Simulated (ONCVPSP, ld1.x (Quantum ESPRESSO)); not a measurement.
# Potentials for Ge (Z = 32) compared

Generated with ld1.x 7.5 (TM, RRKJ, ultrasoft, PAW), atompaw 4.2 or ONCVPSP 4.0.1. The cutoff is in Ry: for ld1.x and atompaw files where the sum of valence levels is converged to 10 mRy in a Bessel basis, for ONCV files where the hardest occupied wave has 1 mHa per electron of residual kinetic energy. The error is the largest all-electron minus pseudo excitation energy over each file’s own four to seven test configurations (ionisations up to +4, promotions, holes and added fractions of an electron), all of which were solved. The labels leave out finer settings (local radius, basis sizes, second energies), which also bear on the numbers. Spin-polarised tests are not counted. The rows are a selection from randomly drawn settings: files with unsolved tests, undetermined cutoffs or missed reference levels are left out.

A true bound ghost makes a file unfit for plane-wave use even where its test errors are small: the radial tests pick states by their node count and pass the ghost by.

```csv
potential,cutoff (Ry),largest error (meV),bound ghosts
"RRKJ, PBE, scalar-relativistic, rc 1.55/2.45 (sp), local s, core correction yes, reference 4s2 4p2",30,-233,none
"ONCV, PBE, scalar-relativistic, rc 1.15/1.15/0.90 (spd), local smoothed, core correction no, reference 3s2 3p6 3d10 4s1 4p3, qcut 10.2/12.4/15.8, projectors 2/3/2",219,-3.0,none
"ONCV, LDA (Perdew-Zunger), scalar-relativistic, rc 1.10/0.95/0.95/0.95 (spdf), local smoothed, core correction yes, reference 3s2 3p6 3d10 4s2 4p2, qcut 10.7/15.7/17.6/11.1, projectors 2/2/1/2",238,-359,none
"ONCV, LDA (Perdew-Zunger), scalar-relativistic, rc 1.70/1.70 (sp), local smoothed, core correction yes, reference 4s2 4p2, qcut 4/5.8, projectors 2/1",16,-37,none
```

Problem. Fill in the row for Ge: RRKJ, PW91, scalar-relativistic, rc 1.20/1.55 (sp), local s, core correction no, reference 4s2 4p2.

Solution. cutoff 55 Ry, largest error +103 meV, bound ghosts: p.

Problem. Fill in the row for Ge: TM, PBEsol, scalar-relativistic, rc 1.65/1.45 (sp), local s, core correction no, reference 4s2 4p2.

Solution. cutoff 45 Ry, largest error -25 meV, bound ghosts: p.
